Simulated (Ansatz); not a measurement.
Relaxation of CH4AlFS (8 atoms, charge 0, multiplicity 1), to a largest force component of 0.015 eV/Å in at most 40 steps.

The calculation used RKS PBE-D4/6-31G* (Ansatz 0.2.0).

```xyz
8
Properties=species:S:1:pos:R:3:forces:R:3
C -0.706 1.072 -0.168 -1.58 2.28 -0.21
S -1.028 -0.554 -0.854 0.14 -1.34 -0.09
Al 0.811 -1.443 0.079 0.37 -0.86 1.78
F 0.836 -2.147 1.740 -0.11 1.10 -2.56
H 0.211 1.522 -0.567 0.26 0.12 0.09
H -1.578 1.795 -0.518 1.46 -1.32 0.60
H -0.725 1.089 0.934 0.09 0.08 -0.03
H 2.270 -1.391 -0.702 -0.61 -0.06 0.42
```

Question: Where does it end, and by what steps?

Answer: The run converged. After 13 steps the energy has fallen by 0.657 eV; F4 moved furthest, 1.37 Å.

```json
{"step": "0", "energy less start (eV)": "0.0000", "largest force component (eV/Å)": "2.558", "accepted": "yes"}
{"step": "1", "energy less start (eV)": "-0.3040", "largest force component (eV/Å)": "1.631", "accepted": "yes"}
{"step": "2", "energy less start (eV)": "-0.3727", "largest force component (eV/Å)": "0.643", "accepted": "yes"}
{"step": "3", "energy less start (eV)": "-0.3954", "largest force component (eV/Å)": "0.490", "accepted": "yes"}
{"step": "4", "energy less start (eV)": "-0.4399", "largest force component (eV/Å)": "0.180", "accepted": "yes"}
{"step": "5", "energy less start (eV)": "-0.4676", "largest force component (eV/Å)": "0.507", "accepted": "yes"}
{"step": "6", "energy less start (eV)": "-0.4974", "largest force component (eV/Å)": "0.759", "accepted": "yes"}
{"step": "7", "energy less start (eV)": "-0.5510", "largest force component (eV/Å)": "0.746", "accepted": "yes"}
{"step": "8", "energy less start (eV)": "-0.6202", "largest force component (eV/Å)": "0.292", "accepted": "yes"}
{"step": "9", "energy less start (eV)": "-0.6474", "largest force component (eV/Å)": "0.123", "accepted": "yes"}
{"step": "10", "energy less start (eV)": "-0.6543", "largest force component (eV/Å)": "0.063", "accepted": "yes"}
{"step": "11", "energy less start (eV)": "-0.6546", "largest force component (eV/Å)": "0.247", "accepted": "yes"}
{"step": "12", "energy less start (eV)": "-0.6556", "largest force component (eV/Å)": "0.107", "accepted": "yes"}
{"step": "13", "energy less start (eV)": "-0.6571", "largest force component (eV/Å)": "0.014", "accepted": "yes"}
```

```xyz
8
Properties=species:S:1:pos:R:3
C -0.692 1.165 -0.211
S -1.173 -0.518 0.398
Al 0.784 -1.478 0.273
F 0.934 -3.073 0.734
H 0.373 1.221 -0.495
H -1.307 1.406 -1.090
H -0.887 1.897 0.586
H 2.059 -0.677 -0.250
```

Whether the end is a true minimum wasn't checked by a vibrational analysis.

The run took 37 s on 1 thread of Arm Neoverse V2, on a shared host, peak memory 0.16 GiB.
